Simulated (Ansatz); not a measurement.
```yaml
crystal:
  periodic: [false, false, false]
  atoms:
    - {symbol: O, position_ang: [-0.233941, -1.768202, -0.315576]}
    - {symbol: Mo, position_ang: [-0.013794, 0.034198, 0.021222]}
    - {symbol: O, position_ang: [0.412368, -0.234843, 1.797412]}
    - {symbol: O, position_ang: [-1.135728, 0.543041, -1.353957]}
    - {symbol: O, position_ang: [0.880843, 1.642244, -0.021429]}
    - {symbol: F, position_ang: [-1.697677, 0.342817, 0.924642]}
    - {symbol: Cl, position_ang: [2.033744, -0.535790, -1.125003]}
    - {symbol: H, position_ang: [0.427722, -2.299189, -0.771385]}
    - {symbol: H, position_ang: [-0.282358, -0.228984, 2.465019]}
    - {symbol: H, position_ang: [-2.075541, 0.672203, -1.185312]}
    - {symbol: H, position_ang: [1.749660, 1.775505, -0.415033]}
basis:
  gaussian: {orbitals: def2-mTZVP, fitting: {mean_field: cc-pVTZ-jkfit}}
hamiltonian: {xc: {name: RPBE}, dispersion: d3bjatm}
output: {forces: true}
```

```sh
$ ansatz run in.yaml --threads 2 --pin off --events-out ev --progress --plain --max-ram 32768MiB --backend cpu
```

Output, abridged:

```
Functional definition: RPBE
Error: <dir> the basis set cc-pVTZ-JKFIT has no functions for Mo
```
